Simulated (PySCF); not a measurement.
How methods differ on the ionisation energy of Nb(2+)

Nb(2+) [Kr] 4d3 (4F) → Nb(3+) [Kr] 4d2 (3F), as a difference of total energies. Computed with PySCF 2.14 in aug-cc-pVDZ-PP with ECP28MDF, with a scalar-relativistic core potential. Correlated levels: valence: 4s2 4p6 frozen. The calculations carry no spin-orbit coupling.

```json
{"method": "UHF", "ionisation energy (eV)": "24.248", "difference from reference (eV)": "-0.792"}
{"method": "MP2 (valence)", "ionisation energy (eV)": "24.466", "difference from reference (eV)": "-0.574"}
{"method": "SCS-MP2 (valence)", "ionisation energy (eV)": "24.321", "difference from reference (eV)": "-0.719"}
{"method": "CCSD (valence)", "ionisation energy (eV)": "24.526", "difference from reference (eV)": "-0.514"}
{"method": "CCSD(T) (valence)", "ionisation energy (eV)": "24.527", "difference from reference (eV)": "-0.513"}
```

Reference: 25.04 eV (semi-empirical (NIST evaluation); NIST Atomic Spectra Database, ionization energies).

The reference lies between the lowest fine-structure levels, while these numbers refer to the centres of the terms.

Errors of the correlated levels include the incompleteness of this basis and the frozen core.
